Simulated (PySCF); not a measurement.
**Orbital levels and atomic charges**

System: C16H12O2Se2 (dye), SMILES C[Se]c1ccc2c(c1)-c1cc([Se]C)ccc1C(=O)C2=O.

Cartesian coordinates (Å):
```
  1 C     3.784    2.901    0.635
  2 Se    3.872    2.010   -1.110
  3 C     2.902    0.427   -0.546
  4 C     3.584   -0.642    0.016
  5 C     2.861   -1.730    0.458
  6 C     1.471   -1.767    0.340
  7 C     0.777   -0.693   -0.245
  8 C     1.525    0.398   -0.685
  9 C    -0.681   -0.737   -0.371
 10 C    -1.406    0.310   -0.938
 11 C    -2.785    0.258   -1.038
 12 Se   -3.737    1.784   -1.767
 13 C    -4.000    2.670   -0.038
 14 C    -3.490   -0.852   -0.595
 15 C    -2.791   -1.898   -0.031
 16 C    -1.401   -1.853    0.092
 17 C    -0.741   -3.013    0.713
 18 O    -1.348   -3.980    1.116
 19 C     0.783   -2.968    0.846
 20 O     1.368   -3.897    1.354
 21 H     4.312    3.845    0.540
 22 H     2.743    3.076    0.896
 23 H     4.264    2.273    1.381
 24 H     4.660   -0.612    0.101
 25 H     3.353   -2.580    0.909
 26 H     1.048    1.248   -1.146
 27 H    -0.909    1.189   -1.315
 28 H    -3.031    2.906    0.395
 29 H    -4.560    3.581   -0.226
 30 H    -4.562    2.010    0.619
 31 H    -4.565   -0.887   -0.695
 32 H    -3.301   -2.777    0.333
```

Method: CAM-B3LYP/def2-SVP, gas phase, PySCF, fitting set def2-universal-JFIT up to Ne and JKFIT beyond, grid level 1.

Spin-orbit coupling is left out, which matters for the heavier atoms here.

Question: Give the orbital energies near the gap.

Answer: 
```tsv
orbital	eV
HOMO-4	-8.98
HOMO-3	-8.70
HOMO-2	-8.30
HOMO-1	-7.81
HOMO	-7.81
LUMO	-2.15
LUMO+1	-0.50
LUMO+2	-0.19
LUMO+3	0.91
```

Question: Give the partial charges of the non-hydrogen atoms.

Answer: 
```
atom  Mulliken    IAO  Hirshfeld
  C1     -0.10  -0.50      -0.13
 Se2      0.01   0.15       0.05
  C3     -0.10  -0.10      -0.01
  C4      0.04  -0.14      -0.04
  C5      0.00  -0.10      -0.03
  C6     -0.07  -0.07      -0.02
  C7      0.16   0.01       0.01
  C8     -0.05  -0.14      -0.05
  C9      0.16   0.01       0.01
 C10     -0.05  -0.14      -0.05
 C11     -0.10  -0.10      -0.01
Se12      0.01   0.15       0.05
 C13     -0.10  -0.50      -0.13
 C14      0.04  -0.14      -0.04
 C15      0.00  -0.10      -0.03
 C16     -0.07  -0.07      -0.02
 C17      0.07   0.32       0.15
 O18     -0.11  -0.36      -0.20
 C19      0.07   0.32       0.15
 O20     -0.11  -0.36      -0.20
```
